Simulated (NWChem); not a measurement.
System: SnHOF, singlet; SMILES [OH][Sn][F]

NWChem input:

```
start job
memory heap 200 mb stack 900 mb global 1100 mb
geometry units angstroms
  Sn     0.345144     0.058596     0.000000
  F     -0.918919    -1.445381     0.000000
  O     -1.089023     1.434205     0.000000
  H     -1.974191     1.043910     0.000000
end
basis spherical
  Sn library def2-svp
  F library def2-svp
  O library def2-svp
  H library def2-svp
end
ecp
  Sn library def2-ecp
end
dft
  xc xpbe96 cpbe96
  iterations 150
end
driver
  maxiter 120
end
task dft optimize
dft
  grid fine
  convergence energy 1d-8 density 1d-7
end
task dft freq numerical
```

Excerpt of the output:

```
             Northwest Computational Chemistry Package (NWChem) 7.3.0
             --------------------------------------------------------

 CS  symmetry detected

                             Geometry "geometry" -> ""
                             -------------------------

 Output coordinates in angstroms (scale by  1.889725989 to convert to a.u.)

  No.       Tag          Charge          X              Y              Z
 ---- ---------------- ---------- -------------- -------------- --------------
    1 Sn                  50.0000     0.36953446     0.03100748     0.00000000
    2 F                    9.0000    -0.86055287    -1.50088261     0.00000000
    3 O                    8.0000    -1.09505952     1.37417522     0.00000000
    4 H                    1.0000    -1.97127100     0.96416788     0.00000000

 Effective nuclear repulsion energy (a.u.)     257.5684620456

      Symmetry information
      --------------------

 Group name             Cs
 Group number              2
 Group order               2
 No. of unique centers     4

                                Z-matrix (autoz)
                                --------

 Units are Angstrom for bonds and degrees for angles

      Type          Name      I     J     K     L     M      Value
      ----------- --------  ----- ----- ----- ----- ----- ----------
    1 Stretch                  1     2                       1.96464
    2 Stretch                  1     3                       1.98724
    3 Stretch                  3     4                       0.96739
    4 Bend                     1     3     4               112.39991
    5 Bend                     2     1     3                93.75969
    6 Torsion                  2     1     3     4           0.00000

                           NWChem Geometry Optimization
                           ----------------------------

 maximum gradient threshold         (gmax) =   0.000450
 rms gradient threshold             (grms) =   0.000300
 maximum cartesian step threshold   (xmax) =   0.001800
 rms cartesian step threshold       (xrms) =   0.001200
 fixed trust radius                (trust) =   0.300000
 source of zmatrix                         =   autoz

          -------------------
          Energy Minimization
          -------------------

 Using diagonal initial Hessian
 Scaling for Hessian diagonals: bonds = 1.00  angles = 0.25  torsions = 0.10

          --------
          Step   0

                                 NWChem DFT Module
                                 -----------------

 Summary of "ao basis" -> "ao basis" (spherical)
 ------------------------------------------------------------------------------
       Tag                 Description            Shells   Functions and Types
 ---------------- ------------------------------  ------  ---------------------
 Sn                         def2-svp                10       26   4s4p2d
 F                          def2-svp                 6       14   3s2p1d
 O                          def2-svp                 6       14   3s2p1d
 H                          def2-svp                 3        5   2s1p

      Symmetry analysis of basis
      --------------------------

        a'         42
        a"         17

            General Information
            -------------------
          SCF calculation type: DFT
          Wavefunction type:  closed shell.
          No. of atoms     :     4
          No. of electrons :    40
           Alpha electrons :    20
            Beta electrons :    20
          Charge           :     0
          Spin multiplicity:     1
          Use of symmetry is: on ; symmetry adaption is: on
          Maximum number of iterations: 150
          AO basis - number of functions:    59
                     number of shells:    25
          Convergence on energy requested:  1.00D-06
          Convergence on density requested:  1.00D-05
          Convergence on gradient requested:  5.00D-04

              XC Information
              --------------
          PerdewBurkeErnzerhof Exchange Functional  1.000
            Perdew 1991 LDA Correlation Functional  1.000 local
           PerdewBurkeErnz. Correlation Functional  1.000 non-local

[...]

      ----------------------
      Optimization converged
      ----------------------

  Step       Energy      Delta E   Gmax     Grms     Xrms     Xmax
  ---- ---------------- -------- -------- -------- -------- --------
@    6    -389.71768532 -2.7D-08  0.00002  0.00001  0.00017  0.00039
                                     ok       ok       ok       ok

                                Z-matrix (autoz)
                                --------

 Units are Angstrom for bonds and degrees for angles

      Type          Name      I     J     K     L     M      Value     Gradient
      ----------- --------  ----- ----- ----- ----- ----- ---------- ----------
    1 Stretch                  1     2                       1.98699   -0.00000
    2 Stretch                  1     3                       2.01792   -0.00002
    3 Stretch                  3     4                       0.98032   -0.00002
    4 Bend                     1     3     4               109.37159   -0.00000
    5 Bend                     2     1     3                94.08055    0.00001
    6 Torsion                  2     1     3     4           0.00000    0.00000

                         Geometry "geometry" -> "geometry"
                         ---------------------------------

 Output coordinates in angstroms (scale by  1.889725989 to convert to a.u.)

  No.       Tag          Charge          X              Y              Z
 ---- ---------------- ---------- -------------- -------------- --------------
    1 Sn                  50.0000     0.37802614     0.03086107     0.00000000
    2 F                    9.0000    -0.86815673    -1.51676310     0.00000000
    3 O                    8.0000    -1.09964923     1.40507737     0.00000000
    4 H                    1.0000    -1.96756912     0.94929261     0.00000000

 Effective nuclear repulsion energy (a.u.)     254.3257004428

      Symmetry information
      --------------------

 Group name             Cs
 Group number              2
 Group order               2
 No. of unique centers     4

                Final and change from initial internal coordinates
                --------------------------------------------------

                                Z-matrix (autoz)
                                --------

 Units are Angstrom for bonds and degrees for angles

      Type          Name      I     J     K     L     M      Value       Change
      ----------- --------  ----- ----- ----- ----- ----- ---------- ----------
    1 Stretch                  1     2                       1.98699    0.02235
    2 Stretch                  1     3                       2.01792    0.03068
    3 Stretch                  3     4                       0.98032    0.01292
    4 Bend                     1     3     4               109.37159   -3.02832
    5 Bend                     2     1     3                94.08055    0.32086
    6 Torsion                  2     1     3     4           0.00000    0.00000

[...]

 Rotational Constants
 --------------------
 A=   0.312527 cm-1  (  0.449646 K)
 B=   0.220981 cm-1  (  0.317935 K)
 C=   0.129450 cm-1  (  0.186245 K)

 Temperature                      =   298.15K
 frequency scaling parameter      =   1.0000

 Zero-Point correction to Energy  =    8.821 kcal/mol  (  0.014058 au)
 Thermal correction to Energy     =   11.433 kcal/mol  (  0.018219 au)
 Thermal correction to Enthalpy   =   12.025 kcal/mol  (  0.019163 au)

 Total Entropy                    =   70.274 cal/mol-K
   - Translational                =   40.985 cal/mol-K (mol. weight = 153.9029)
   - Rotational                   =   24.693 cal/mol-K (symmetry #  =        1)
   - Vibrational                  =    4.596 cal/mol-K

 Cv (constant volume heat capacity) =   12.116 cal/mol-K
   - Translational                  =    2.979 cal/mol-K
   - Rotational                     =    2.979 cal/mol-K
   - Vibrational                    =    6.157 cal/mol-K

[normal modes left out]

 ----------------------------------------------------------------------------
 Normal Eigenvalue ||           Projected Infra Red Intensities
  Mode   [cm**-1]  || [atomic units] [(debye/angs)**2] [(KM/mol)] [arbitrary]
 ------ ---------- || -------------- ----------------- ---------- -----------
    1       -0.000 ||    0.000406           0.009         0.396       0.124
    2        0.000 ||    0.000537           0.012         0.524       0.164
    3        0.000 ||    0.000791           0.018         0.771       0.241
    4        0.000 ||    0.000005           0.000         0.005       0.001
    5        0.000 ||    0.000292           0.007         0.284       0.089
    6        0.000 ||    0.000430           0.010         0.419       0.131
    7      156.336 ||    0.021896           0.505        21.346       6.686
    8      467.502 ||    0.134764           3.109       131.374      41.152
    9      569.127 ||    0.064905           1.497        63.273      19.820
   10      583.968 ||    0.067437           1.556        65.741      20.593
   11      727.174 ||    0.045898           1.059        44.743      14.015
   12     3669.465 ||    0.055612           1.283        54.213      16.982
 ----------------------------------------------------------------------------
```

Level: PBE/def2-SVP with def2 effective core potentials on Sn. Low-valent species are run as closed-shell singlets; no triplet was tried in these runs. def2 effective core potentials on Sn; no spin-orbit coupling.
